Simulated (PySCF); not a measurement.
Job file and geometry (Å, from GFN2-xTB) of an NMR shielding run on SMILES C[SiH2]C[C@@H]1C[SiH2][SiH2]1, C$_{4}$H$_{14}$Si$_{3}$, GIAO PBE0/pcSseg-1 NMR shielding, non-relativistic, gas phase (PySCF 2.14.0, density-fitted response routines); density fitting, a coarse starting grid and PySCF grid level 2 are the driver's defaults:

```
$ OMP_NUM_THREADS=1 python probes_run.py task.json out

{"job": {"kind": "nmr", "xc": "PBE0", "basis": "pcSseg-1"}, "charge": 0, "multiplicity": 1}
C      2.722341    -0.057096    -1.321232
Si     2.070873     0.879869     0.196832
C      0.641587    -0.099576     0.993031
C     -0.480079    -0.468424     0.028700
C     -1.193549     0.757597    -0.592216
Si    -3.013606     0.140061    -0.631238
Si    -1.999792    -1.425885     0.752420
H      3.592880     0.439416    -1.739007
H      1.974109    -0.116580    -2.106701
H      3.013560    -1.072825    -1.067247
H      3.151151     1.025842     1.184123
H      1.633321     2.222541    -0.208289
H      0.223274     0.475992     1.822348
H      1.042183    -1.017078     1.433183
H     -0.045531    -1.064621    -0.780945
H     -0.752756     1.061883    -1.541203
H     -1.098120     1.612920     0.078965
H     -3.450561    -0.258195    -1.976156
H     -3.981319     1.139701    -0.162041
H     -2.100356    -1.288353     2.211713
H     -1.958527    -2.870243     0.486678
```

Problem. What does the program print?

Solution. 
```
coarse grid: 17896 points
cycle   1  E = -1028.5872118126  dE =  3.173e-01  |g| = 4.938e-01  |ddm| = 4.021e+00
cycle   2  E = -1028.5428880686  dE =  4.432e-02  |g| = 6.311e-01  |ddm| = 1.101e+00
cycle   3  E = -1028.6506224744  dE = -1.077e-01  |g| = 6.761e-02  |ddm| = 7.392e-01
cycle   4  E = -1028.6516739188  dE = -1.051e-03  |g| = 2.811e-02  |ddm| = 1.064e-01
cycle   5  E = -1028.6518736540  dE = -1.997e-04  |g| = 5.138e-03  |ddm| = 3.029e-02
cycle   6  E = -1028.6518803544  dE = -6.700e-06  |g| = 7.425e-04  |ddm| = 6.530e-03
final grid: 155824 points
cycle   7  E = -1028.6920594209  dE = -3.529e-05  |g| = 7.943e-03  |ddm| = 3.282e-02
cycle   8  E = -1028.6920452561  dE =  1.416e-05  |g| = 1.066e-02  |ddm| = 1.895e-02
cycle   9  E = -1028.6920757851  dE = -3.053e-05  |g| = 8.298e-04  |ddm| = 1.171e-02
cycle  10  E = -1028.6920759430  dE = -1.580e-07  |g| = 2.633e-04  |ddm| = 1.128e-03
cycle  11  E = -1028.6920759605  dE = -1.750e-08  |g| = 3.838e-05  |ddm| = 2.496e-04
cycle  12  E = -1028.6920759609  dE = -3.433e-10  |g| = 8.282e-06  |ddm| = 6.583e-05
converged SCF energy = -1028.6920759609

GIAO shielding tensors (ppm)
atom      isotropic    diamagn.    paramagn.     s11        s22        s33       span
  0 C      196.489     253.467     -56.978    190.202    197.067    202.198     11.997
  1 Si     399.981     880.750    -480.769    356.783    399.532    443.627     86.843
  2 C      161.552     250.869     -89.318    148.832    153.332    182.491     33.659
  3 C      162.926     253.183     -90.257    139.467    169.188    180.123     40.657
  4 C      167.465     253.717     -86.252    149.183    159.967    193.246     44.063
  5 Si     419.577     881.030    -461.453    374.540    407.883    476.307    101.768
  6 Si     390.136     881.908    -491.772    338.275    357.159    474.974    136.699
  7 H       31.605      28.008       3.597     26.751     27.891     40.174     13.423
  8 H       31.452      33.307      -1.855     26.104     30.840     37.411     11.307
  9 H       31.787      31.145       0.642     27.117     29.311     38.933     11.816
 10 H       27.660      29.446      -1.786     23.635     25.820     33.526      9.890
 11 H       27.446      30.363      -2.918     23.863     26.782     31.692      7.829
 12 H       30.640      32.982      -2.343     25.987     30.841     35.090      9.103
 13 H       30.678      32.607      -1.929     25.442     29.427     37.165     11.723
 14 H       29.639      35.907      -6.268     26.088     30.026     32.803      6.715
 15 H       29.866      33.083      -3.216     24.737     29.302     35.560     10.824
 16 H       30.543      33.688      -3.145     26.388     31.075     34.166      7.778
 17 H       27.222      29.441      -2.219     24.164     25.298     32.204      8.040
 18 H       27.216      29.216      -1.999     23.799     24.825     33.025      9.226
 19 H       27.293      30.319      -3.026     24.407     26.072     31.401      6.994
 20 H       26.982      30.059      -3.077     23.733     24.855     32.358      8.625
```

Problem. Turn these shieldings into chemical shifts. Shifts are taken against calculated references (same method and geometry level): $^{13}$C (σref 186.93) and $^{29}$Si (σref 349.16) and $^{1}$H (σref 31.72) against TMS.

Solution. Averaging equivalent atoms: C 2: 25.4; C 3: 24.0; C 4: 19.5; C 0: -9.6; Si 6: -41.0; Si 1: -50.8; Si 5: -70.4; H 20: 4.74; H 18: 4.50; H 17: 4.50; H 19: 4.42; H 11: 4.27; H 10: 4.06; H 14: 2.08; H 15: 1.85; H 16: 1.17; H 12: 1.08; H 13: 1.04; H 7/8/9: 0.10 ppm. 

Size and cost of the density-fitted run: 210 basis functions, 81 s wall time on 1 thread of an Arm Neoverse N1, shared host; peak memory 0.95 GiB.
